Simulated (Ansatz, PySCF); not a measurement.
System: sum formula H3SiO3, net charge -1, singlet state. It need not be the lowest isomer of its formula. Whether it binds its extra electron was not tested at this geometry. 
Geometry from a B3LYP-D3(BJ)/def2-TZVP (Ansatz, an electronic-structure program) optimisation:
```xyz
7

Si     0.0113    -0.1755     0.5854
O     -0.4824     1.4707     0.3079
O     -1.0147    -1.0645    -0.4928
O      1.3686    -0.2248    -0.5539
H     -0.5471     1.6400    -0.6438
H     -0.6322    -1.0239    -1.3806
H      2.0485     0.3894    -0.2614
```
Charge -1, spin multiplicity 1.

Total electronic energies in hartree. Cores are frozen in the correlated levels unless marked. No spin-orbit coupling. Non-relativistic. CBS marks a two-point X^-3 extrapolation of the correlation energy; Hartree-Fock from the larger set. The bracket is a focal-point correction in the basis named.

| level | program | energy (Eh) |
|---|---|---|
| HF/cc-pV(D+d)Z | Ansatz | -515.37577 |
| HF/aug-cc-pV(T+d)Z | Ansatz | -515.50072 |
| B3LYP-D3(BJ)/def2-TZVPD | Ansatz + dftd3 | -517.26615 |
| B3LYP-D4/def2-TZVPD | Ansatz + dftd4 | -517.26695 |
| M06-2X/def2-TZVPD | PySCF | -517.13279 |
| B2PLYP-D4/def2-TZVPD | Ansatz + dftd4 | -516.97663 |
| RPA@PBE/cc-pV(T+d)Z | Ansatz | -516.75710 |
| MP2/cc-pV(T+d)Z | Ansatz | -516.34793 |
| RI-MP2/CBS(aug-cc-pV(T+d)Z,aug-cc-pV(Q+d)Z) | Ansatz | -516.5082 |
| SCS-MP2/STO-3G | Ansatz | -508.86800 |
| SCS-MP2/cc-pV(Q+d)Z | Ansatz | -516.43549 |
| CCSD/6-31G* | Ansatz | -515.98288 |
| CCSD(T) with core electrons (1s frozen past Ne)/cc-pwCVTZ | Ansatz | -516.82788 |
| RI-MP2/CBS(aug-cc-pV(T+d)Z,aug-cc-pV(Q+d)Z)+[CCSD(T)-MP2]/aug-cc-pV(Q+d)Z | Ansatz | -516.5471 |
| CCSD(T)/CBS(aug-cc-pV(T+d)Z,aug-cc-pV(Q+d)Z) | Ansatz | -516.5437 |

Totals of different functionals don't rank their quality; only differences between species are comparable.
